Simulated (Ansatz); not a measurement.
Isolated molecules relaxed with PBE0-D4/def2-TZVP in Ansatz; ΔE leaves out vibrations. CCSD(T)/CBS adds triple-zeta CCSD(T) − MP2 to the extrapolated MP2 energy (def2 sets, frozen cores). Functionals use def2-TZVPP. For Se outer-core shells are correlated without core-valence functions, which leaves a few kJ/mol of doubt a bond. Scalar relativity is left out up to krypton. One conformer a species, not always the lowest.

Reaction (formal exchange of groups at the Si–Se bond): `NB[SiH2][SeH]` + `C=CCO` → `C=C[SiH2]BN` + `OC[SeH]`

| level | ΔE (kcal/mol) | difference from CCSD(T)/CBS |
| --- | --- | --- |
| PBE-D4 | 19.1 | -1.3 |
| r2SCAN-D4 | 20.0 | -0.4 |
| ωB97X-V | 20.1 | -0.3 |
| B2PLYP | 19.6 | -0.8 |
| HF/def2-TZVPP | 22.1 | 1.7 |
| SCS-MP2/def2-TZVPP | 19.7 | -0.7 |
| MP2/def2-QZVPP | 20.5 | 0.1 |
| SCS-MP2/def2-QZVPP | 20.1 | -0.3 |
| HF/CBS(def2) | 22.0 | 1.6 |
| CCSD/CBS(def2) | 20.9 | 0.5 |
| CCSD(T)/CBS | 20.4 | 0 |

Largest T1 diagnostic among the species: 0.013.

In def2-TZVPP, CCSD(T) changes the Hartree–Fock value by −2.6 kcal/mol (the triples alone add −0.5 kcal/mol) and MP2 by −2.1 kcal/mol. From PBE to PBE0 (25 % exact exchange), in def2-TZVPP and without D4, ΔE moves by +1.5 kcal/mol.
